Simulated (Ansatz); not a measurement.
Ansatz (a first-principles code) input (B3LYP-D3(BJ)/def2-TZVP):

Ansatz 0.2 input:
```yaml
crystal:
  periodic: [false, false, false]
  atoms:
    - {symbol: Li, position_ang: [-0.00000000, -0.00000000, -1.71462722]}
    - {symbol: Cl, position_ang: [0.00000000, 0.00000000, 0.30258127]}
basis:
  gaussian:
    orbitals: def2-TZVP
hamiltonian:
  xc: b3lyp
  dispersion: d3bj
phonons: {temperatures: {t_min: 298.15, t_max: 298.15, t_step: 100}}
```

Output:

```
Functional definition: B3LYP
integrals: 0.01 GiB planned
392 factors; their error is unknown
mean field: 0.09 GiB planned
mean field evaluation 1: about -12728.8919 eV, gradient 2.3e1 eV
mean field evaluation 2: about -12728.1178 eV, gradient 3.1e1 eV
mean field evaluation 4: about -12730.3227 eV, gradient 7.5e-1 eV
mean field evaluation 8: about -12730.3543 eV, gradient 1.8e-3 eV
mean field -12730.35428157 eV, -467.8318909037 hartree, gradient 6.3e-6 eV, S^2 0.000000; 0 other end points of the search recorded, 0 dependent functions left out
the calculation of the forces begins
reference -12730.35446671 eV, -467.8318977073 hartree; 10, 10 occupied and 41, 41 virtual orbitals, 392 factors
these checks for a lower state are left out or cut short: stability, starts, cluster_reference, orbital_swaps, neighbouring_geometries, increment
integrals: 0.01 GiB planned
392 factors; their error is unknown
mean field: 0.09 GiB planned
mean field evaluation 16: about -12730.3543 eV, gradient 3.8e-6 eV
mean field -12730.35428157 eV, -467.8318909036 hartree, gradient 3.0e-7 eV, S^2 0.000000; 0 other end points of the search recorded, 0 dependent functions left out
the calculation of the forces begins
reference -12730.35446671 eV, -467.8318977072 hartree; 10, 10 occupied and 41, 41 virtual orbitals, 392 factors
these checks for a lower state are left out or cut short: stability, starts, cluster_reference, orbital_swaps, neighbouring_geometries, increment
integrals: 0.01 GiB planned
392 factors; their error is unknown
mean field: 0.09 GiB planned
mean field -12730.35428157 eV, -467.8318909036 hartree, gradient 3.0e-7 eV, S^2 0.000000; 0 other end points of the search recorded, 0 dependent functions left out
the calculation of the forces begins
reference -12730.35446670 eV, -467.8318977072 hartree; 10, 10 occupied and 41, 41 virtual orbitals, 392 factors
these checks for a lower state are left out or cut short: stability, starts, cluster_reference, orbital_swaps, neighbouring_geometries, increment
integrals: 0.01 GiB planned
392 factors; their error is unknown
mean field: 0.09 GiB planned
mean field evaluation 32: about -12730.3543 eV, gradient 6.1e-7 eV
mean field -12730.35428157 eV, -467.8318909036 hartree, gradient 3.0e-7 eV, S^2 0.000000; 0 other end points of the search recorded, 0 dependent functions left out
the calculation of the forces begins
reference -12730.35446671 eV, -467.8318977072 hartree; 10, 10 occupied and 41, 41 virtual orbitals, 392 factors
these checks for a lower state are left out or cut short: stability, starts, cluster_reference, orbital_swaps, neighbouring_geometries, increment
integrals: 0.01 GiB planned
392 factors; their error is unknown
mean field: 0.09 GiB planned
mean field -12730.35428157 eV, -467.8318909036 hartree, gradient 3.0e-7 eV, S^2 0.000000; 0 other end points of the search recorded, 0 dependent functions left out
the calculation of the forces begins
reference -12730.35446670 eV, -467.8318977072 hartree; 10, 10 occupied and 41, 41 virtual orbitals, 392 factors
these checks for a lower state are left out or cut short: stability, starts, cluster_reference, orbital_swaps, neighbouring_geometries, increment
integrals: 0.01 GiB planned
392 factors; their error is unknown
mean field: 0.09 GiB planned
mean field -12730.35425677 eV, -467.8318899921 hartree, gradient 2.3e-6 eV, S^2 0.000000; 0 other end points of the search recorded, 0 dependent functions left out
the calculation of the forces begins
reference -12730.35444187 eV, -467.8318967944 hartree; 10, 10 occupied and 41, 41 virtual orbitals, 392 factors
these checks for a lower state are left out or cut short: stability, starts, cluster_reference, orbital_swaps, neighbouring_geometries, increment
integrals: 0.01 GiB planned
392 factors; their error is unknown
mean field: 0.09 GiB planned
mean field -12730.35425003 eV, -467.8318897447 hartree, gradient 1.1e-6 eV, S^2 0.000000; 0 other end points of the search recorded, 0 dependent functions left out
the calculation of the forces begins
reference -12730.35443521 eV, -467.8318965497 hartree; 10, 10 occupied and 41, 41 virtual orbitals, 392 factors
these checks for a lower state are left out or cut short: stability, starts, cluster_reference, orbital_swaps, neighbouring_geometries, increment
integrals: 0.01 GiB planned
392 factors; their error is unknown
mean field: 0.09 GiB planned
mean field -12730.35428157 eV, -467.8318909036 hartree, gradient 3.0e-7 eV, S^2 0.000000; 0 other end points of the search recorded, 0 dependent functions left out
the calculation of the forces begins
reference -12730.35446670 eV, -467.8318977072 hartree; 10, 10 occupied and 41, 41 virtual orbitals, 392 factors
these checks for a lower state are left out or cut short: stability, starts, cluster_reference, orbital_swaps, neighbouring_geometries, increment
integrals: 0.01 GiB planned
392 factors; their error is unknown
mean field: 0.09 GiB planned
mean field evaluation 64: about -12730.3543 eV, gradient 2.4e-2 eV
mean field -12730.35428157 eV, -467.8318909036 hartree, gradient 3.0e-7 eV, S^2 0.000000; 0 other end points of the search recorded, 0 dependent functions left out
the calculation of the forces begins
reference -12730.35446671 eV, -467.8318977072 hartree; 10, 10 occupied and 41, 41 virtual orbitals, 392 factors
these checks for a lower state are left out or cut short: stability, starts, cluster_reference, orbital_swaps, neighbouring_geometries, increment
integrals: 0.01 GiB planned
392 factors; their error is unknown
mean field: 0.09 GiB planned
mean field -12730.35428157 eV, -467.8318909036 hartree, gradient 3.0e-7 eV, S^2 0.000000; 0 other end points of the search recorded, 0 dependent functions left out
the calculation of the forces begins
reference -12730.35446670 eV, -467.8318977072 hartree; 10, 10 occupied and 41, 41 virtual orbitals, 392 factors
these checks for a lower state are left out or cut short: stability, starts, cluster_reference, orbital_swaps, neighbouring_geometries, increment
integrals: 0.01 GiB planned
392 factors; their error is unknown
mean field: 0.09 GiB planned
mean field -12730.35428157 eV, -467.8318909036 hartree, gradient 3.0e-7 eV, S^2 0.000000; 0 other end points of the search recorded, 0 dependent functions left out
the calculation of the forces begins
reference -12730.35446671 eV, -467.8318977072 hartree; 10, 10 occupied and 41, 41 virtual orbitals, 392 factors
these checks for a lower state are left out or cut short: stability, starts, cluster_reference, orbital_swaps, neighbouring_geometries, increment
integrals: 0.01 GiB planned
392 factors; their error is unknown
mean field: 0.09 GiB planned
mean field -12730.35425003 eV, -467.8318897447 hartree, gradient 1.1e-6 eV, S^2 0.000000; 0 other end points of the search recorded, 0 dependent functions left out
the calculation of the forces begins
reference -12730.35443521 eV, -467.8318965497 hartree; 10, 10 occupied and 41, 41 virtual orbitals, 392 factors
these checks for a lower state are left out or cut short: stability, starts, cluster_reference, orbital_swaps, neighbouring_geometries, increment
integrals: 0.01 GiB planned
392 factors; their error is unknown
mean field: 0.09 GiB planned
mean field evaluation 96: about -12730.3543 eV, gradient 2.3e-6 eV
mean field -12730.35425677 eV, -467.8318899921 hartree, gradient 2.3e-6 eV, S^2 0.000000; 0 other end points of the search recorded, 0 dependent functions left out
the calculation of the forces begins
reference -12730.35444187 eV, -467.8318967944 hartree; 10, 10 occupied and 41, 41 virtual orbitals, 392 factors
Total energy: -12730.39401338 eV, -467.8333510206 hartree
Atom 0 at    -0.000000    -0.000000    -1.714627 Å, force    -0.000000    -0.000000     0.002520 eV/Å
Atom 1 at     0.000000     0.000000     0.302581 Å, force     0.000000     0.000000    -0.002520 eV/Å
Dipole moment:     0.000000    -0.000000    -1.443776 e Å
Vibrations: 649.97 cm⁻¹, zero-point energy 0.040293 eV
```
